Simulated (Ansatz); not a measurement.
`NC1N[SiH2]1` from Hartree–Fock to CCSD(T)

```xyz
10

N    -0.764    0.867    1.227
C    -0.264   -0.233    0.475
N     1.125   -0.162   -0.087
Si   -0.038   -0.334   -1.344
H    -0.658    1.739    0.725
H    -0.263    0.961    2.104
H    -0.496   -1.179    0.966
H     1.796   -0.849    0.227
H    -0.185    0.819   -2.261
H    -0.252   -1.630   -2.033
```

The species carries charge 0 and has multiplicity 1. The structure was optimised at the PBE0-D4/def2-TZVP level. It is one conformer, not always the lowest. Frozen core, restricted reference, Ansatz 0.2.0. CBS rows extrapolate triple and quadruple zeta; past MP2 they add the triple-zeta difference.

| basis | HF (Eh) | MP2 corr. | CCSD corr. | (T) | CCSD(T) total |
| --- | --- | --- | --- | --- | --- |
| def2-SVP | -438.93094 | -0.57543 | -0.61761 | -0.01922 | -439.56777 |
| def2-TZVPP | ? | ? | ? | -0.03157 | ? |
| def2-QZVPP | ? | -0.76486 | – | – | – |
| CBS(def2) | -439.23327 | -0.80185 | -0.83449 | as TZ | -440.09933 |

Question: Fill in the withheld values. (An estimate is asked.)

Answer: Ansatz gave: def2-TZVPP HF (Eh): -439.21432; def2-TZVPP MP2 corr.: -0.71492; def2-TZVPP CCSD corr.: -0.74756; def2-TZVPP CCSD(T) total: -439.99345; def2-QZVPP HF (Eh): -439.23097.
